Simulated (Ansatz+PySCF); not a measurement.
## triplet VN: levels of theory in one basis

```xyz
2

V     0.0000    0.0000    0.0000
N     0.0000    0.0000    1.6286
```

Basis set: def2-SVP (spherical functions). Left uncorrelated: 6 orbitals. Correlation on ROHF uses semicanonical orbitals with singles. Charge 0, multiplicity 3.

Computed with Ansatz (development build ahead of 0.2.0); each method stands on the lowest determinant of its kind that the runs found.

```
 method  E − E(ROHF) (eV)  <S²> of the determinant
   ROHF              0.00                     2.00
    UHF             -2.55                     3.53
UHF-MP2            -12.09                     3.53
```

(1) What does ROHF-MP2 give on the same scale?

(2) Is a single determinant a sound starting point here?

Results:

(1) -15.14 eV.

(2) It is doubtful. Unrestricted orbitals lower Hartree–Fock by 2.55 eV and <S²> is 3.53 where a pure state has 2.00, a sign of strong static correlation.

Caution: another spin multiplicity may lie lower. Caution for ROHF, ROHF-MP2: an unrestricted determinant lies well below. Caution for UHF, UHF-MP2: the unrestricted determinant is a mixture of spin states.
